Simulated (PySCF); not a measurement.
SMILES CC(C)[O] (C3H7O), doublet (PBE0/def2-SVP optimised geometry):

```
11

C     -0.239    -0.874     1.228
C      0.217    -0.086     0.000
C     -0.239     1.373     0.000
O     -0.050    -0.724    -1.169
H     -1.339    -0.909     1.265
H      0.119    -0.409     2.159
H      0.136    -1.906     1.178
H      1.339    -0.086     0.000
H     -1.339     1.423    -0.011
H      0.118     1.906     0.894
H      0.136     1.888    -0.896
```

Method: unrestricted PBE0/def2-TZVP run with PySCF.

Task: What are the frontier orbital energies (α orbitals alone; a β orbital can be the lowest empty one) and the dipole moment?

Result: HOMO-2 -10.31 eV, HOMO-1 -8.85 eV, HOMO -8.03 eV, LUMO 1.12 eV, LUMO+1 2.16 eV; dipole moment 2.05 D.

Meta-Löwdin charges at PBE0/def2-TZVP: C1 -0.36, C2 0.15, C3 -0.36, O4 -0.29, H5 0.12, H6 0.12, H7 0.12, H8 0.14, H9 0.12, H10 0.12, H11 0.12.
